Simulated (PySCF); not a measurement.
C₄H₇BFN, SMILES FCB1C=CCN1. Geometry optimised at PBE-D3(BJ)/def2-SVP. This is a generated structure with no PubChem entry under its InChIKey; it may be hypothetical. Other conformers were not sampled.

The numbers are results of PySCF with PBE-D3(BJ)/def2-SVP, not measurements.

Harmonic wavenumbers (cm⁻¹): 91, 139, 173, 348, 372, 483, 566, 591, 664, 767, 808, 849, 920, 934, 960, 1004, 1025, 1057, 1129, 1132, 1193, 1196, 1253, 1309, 1335, 1381, 1393, 1462, 1572, 2927, 2928, 2959, 2968, 3107, 3136, 3572. Rotational constants (GHz): 6.371, 1.690, 1.359; symmetry number 1.

### Question
Work out the zero-point energy and the ideal-gas rigid-rotor harmonic-oscillator thermochemistry at 298.15 K and 1 atm.

### Answer
ZPE = ½ Σ hcν = ½ × 47703 cm⁻¹ = 68.19 kcal/mol. H − E(el) = 73.10 kcal/mol. Entropy in cal/(mol K): translation 39.69, rotation 27.49, vibration 14.69, total 81.86. G − E(el) = 48.69 kcal/mol. Cp = 27.20 cal/(mol K). Modes under 150 cm⁻¹ make the vibrational entropy uncertain.
